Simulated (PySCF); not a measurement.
Simulation results for Al₃H₄

All values are calculated (PySCF 2.14.0). Calculation on a computer-drawn molecule: optimised geometry and harmonic frequencies of an isolated molecule of the commonest isotopes, restricted reference for singlets and unrestricted otherwise, frozen core in MP2.

Common to all runs: basis cc-pV(D+d)Z.

```json
{"entry": 1, "formula": "Al3H4", "start_structure": {"atoms_angstrom": [["Al", 1.9931, -4.0267, 0.1408], ["Al", 0.6109, -1.7515, 0.6183], ["Al", -0.7718, 0.5233, 1.0959], ["H", 2.0222, -5.0422, 1.3297], ["H", 2.6378, -4.1203, -1.2809], ["H", -2.2982, 0.4491, 0.7639], ["H", 0.0804, 1.7067, 1.6607]]}, "given": {"charge": 1, "multiplicity": 1, "method": "MP2", "drawn_bonds_atom": [1, 2, 1, 1, 3, 3], "drawn_bonds_other_atom": [2, 3, 4, 5, 6, 7], "drawn_bonds_order": [1, 1, 1, 1, 1, 1]}, "results": {"optimised_atom_element": ["Al", "Al", "Al", "H", "H", "H", "H"], "optimised_atom_x [angstrom]": [1.992, 0.612, -0.7701, 2.014, 2.633, -2.297, 0.09068], "optimised_atom_y [angstrom]": [-4.024, -1.751, 0.521, -5.033, -4.11, 0.4356, 1.7], "optimised_atom_z [angstrom]": [0.141, 0.6176, 1.096, 1.338, -1.285, 0.7597, 1.661], "modes_frequency [cm^-1]": [27.79, 82.77, 83.24, 216.1, 361.1, 363.7, 393.2, 533.6, 534.3, 712.3, 761.2, 2010, 2014, 2050, 2050], "modes_reduced_mass [dalton]": [1.008, 5.422, 5.531, 10.18, 1.148, 1.153, 20.06, 1.146, 1.147, 1.058, 1.061, 1.019, 1.02, 1.066, 1.066], "rotational_constants [GHz]": [61.82, 1.14, 1.14], "total_energy [hartree]": -727.9793, "convergence_status_largest_gradient_component [hartree/bohr]": 8.774e-06}}
{"entry": 2, "formula": "Al3H4", "start_structure": {"atoms_angstrom": [["Al", -1.0599, -0.9512, -2.3964], ["Al", 1.0306, -0.99, -0.9303], ["Al", 3.0332, -0.4249, 0.6695], ["H", -1.4283, -0.1789, -0.969], ["H", -2.2947, -0.9097, -3.4387], ["H", 3.0033, 0.6692, -0.6165], ["H", 4.1862, -0.1157, 1.7772]]}, "given": {"charge": 0, "multiplicity": 2, "method": "HF", "drawn_bonds_atom": [1, 2, 1, 1, 3, 3], "drawn_bonds_other_atom": [2, 3, 4, 5, 6, 7], "drawn_bonds_order": [1, 1, 1, 1, 1, 1]}, "results": {"optimised_atom_element": ["Al", "Al", "Al", "H", "H", "H", "H"], "optimised_atom_x [angstrom]": [-1.315, 1.065, 3.162, -2.584, -1.552, 4.363, 3.331], "optimised_atom_y [angstrom]": [-0.7841, -1.06, -0.03731, -0.9994, -0.4975, 0.4891, -0.01247], "optimised_atom_z [angstrom]": [-1.854, -0.916, 0.1681, -0.9268, -3.396, -0.7242, 1.745], "modes_frequency [cm^-1]": [49.5, 108.5, 171.8, 262.1, 344.9, 398.8, 421.4, 541.1, 541.8, 809.7, 838.7, 1951, 1959, 1960, 1962], "modes_reduced_mass [dalton]": [8.559, 1.433, 1.009, 9.815, 1.093, 1.23, 12.69, 1.148, 1.149, 1.071, 1.063, 1.025, 1.059, 1.059, 1.025], "rotational_constants [GHz]": [31.46, 1.316, 1.312], "total_energy [hartree]": -728.0328, "spin_squared": 0.7773, "convergence_status_largest_gradient_component [hartree/bohr]": 6.441e-06}}
{"entry": 3, "formula": "Al3H4", "start_structure": {"atoms_angstrom": [["Al", -1.3148, -0.7841, -1.8542], ["Al", 1.0647, -1.0595, -0.916], ["Al", 3.162, -0.0373, 0.1681], ["H", -2.5837, -0.9994, -0.9268], ["H", -1.5523, -0.4975, -3.3963], ["H", 4.3633, 0.4891, -0.7242], ["H", 3.3313, -0.0125, 1.7452]]}, "given": {"charge": 0, "multiplicity": 2, "method": "MP2", "drawn_bonds_atom": [1, 2, 1, 1, 3, 3], "drawn_bonds_other_atom": [2, 3, 4, 5, 6, 7], "drawn_bonds_order": [1, 1, 1, 1, 1, 1]}, "results": {"optimised_atom_element": ["Al", "Al", "Al", "H", "H", "H", "H"], "optimised_atom_x [angstrom]": [-1.366, 0.9243, 3.215, -2.602, -1.564, 4.451, 3.413], "optimised_atom_y [angstrom]": [-0.7966, -0.4143, -0.03235, -1.169, -0.6637, 0.3395, -0.1652], "optimised_atom_z [angstrom]": [-1.878, -0.8434, 0.1913, -0.9595, -3.444, -0.7274, 1.757], "modes_frequency [cm^-1]": [39.07, 80.35, 192.7, 265.5, 329.8, 404.6, 434.0, 494.1, 536.6, 761.7, 792.5, 1937, 1947, 1955, 1955], "modes_reduced_mass [dalton]": [10.25, 3.975, 1.008, 9.701, 1.092, 1.28, 13.15, 1.128, 1.132, 1.083, 1.061, 1.024, 1.025, 1.06, 1.06], "rotational_constants [GHz]": [66.8, 1.284, 1.259], "total_energy [hartree]": -728.2070, "spin_squared": 0.7639, "convergence_status_largest_gradient_component [hartree/bohr]": 1.154e-06}}
```
